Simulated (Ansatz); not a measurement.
Input file for Ansatz (an electronic-structure program): R-CCSD(T)/cc-pV(D+d)Z on FH2NSi (SMILES N[Si]F), a point of a torsion scan. Files ending in .json are basis or fitting sets from the Basis Set Exchange.

Ansatz 0.2 input:
```yaml
crystal:
  periodic: [false, false, false]
  atoms:
    - {symbol: N, position_ang: [-0.63826959, -0.05985841, 0.17872298]}
    - {symbol: Si, position_ang: [0.90088843, -0.77131445, 0.40440989]}
    - {symbol: F, position_ang: [1.43859551, 0.37098621, 1.46176337]}
    - {symbol: H, position_ang: [-0.79228701, 0.93700587, 0.25436239]}
    - {symbol: H, position_ang: [-1.34407798, -0.49514696, -0.39084784]}
basis:
  gaussian:
    orbitals: cc-pV_D+d_Z.json
magnetization: {spin_polarized: false}
correlation: {method: ccsd_t, electrons: outside_noble_gas}
scf: {lower_state_search: off}
```

It printed:

```
WARN ansatz: RAYON_NUM_THREADS=1 ignored (pool sized by the plan → 1); use --threads N
Functional definition: HF
these checks for a lower state are left out or cut short: stability, starts, cluster_reference, orbital_swaps, neighbouring_geometries, increment
integrals: 0.03 GiB planned
609 factors; integrals over basis functions are off by at most 1.4e-3 eV
mean field: 0.11 GiB planned
mean field evaluation 1: about -12080.5414 eV, gradient 3.7e1 eV
mean field evaluation 2: about -12080.5431 eV, gradient 3.7e1 eV
mean field evaluation 4: about -12083.2800 eV, gradient 2.1e0 eV
mean field evaluation 8: about -12083.3043 eV, gradient 1.8e-1 eV
mean field -12083.30447663 eV, -444.0532491583 hartree, gradient 1.9e-6 eV, S^2 0.000000; 0 other end points of the search recorded, 0 dependent functions left out
7 core orbitals not correlated
reference -12083.30447663 eV, -444.0532491583 hartree; 9, 9 occupied and 45, 45 virtual orbitals, 609 factors
second order -11.97859206 eV of doubles, -0.00000000 eV of singles
coupled cluster: 0.11 GiB planned
cycle   1  -12.20777703 eV  change   -2.3e-1 eV  update   9.2e-2
cycle   2  -12.52770391 eV  change   -3.2e-1 eV  update   3.0e-2
cycle   3  -12.62442505 eV  change   -9.7e-2 eV  update   1.7e-2
cycle   4  -12.61811738 eV  change    6.3e-3 eV  update   4.1e-3
cycle   5  -12.61497557 eV  change    3.1e-3 eV  update   1.8e-3
cycle   6  -12.61565718 eV  change   -6.8e-4 eV  update   7.2e-4
cycle   7  -12.61544007 eV  change    2.2e-4 eV  update   2.5e-4
cycle   8  -12.61537613 eV  change    6.4e-5 eV  update   1.0e-4
cycle   9  -12.61540953 eV  change   -3.3e-5 eV  update   3.9e-5
cycle  10  -12.61541622 eV  change   -6.7e-6 eV  update   1.4e-5
perturbative correction -0.29371118 eV, -0.0107936868 hartree
Total energy: -12096.21360403 eV, -444.5276508401 hartree
Checks for a lower state left out: stability, starts, cluster_reference, orbital_swaps, neighbouring_geometries, increment
```

The calculation finished and met its thresholds.

Cost: about 1.4 core-seconds (a rough figure).
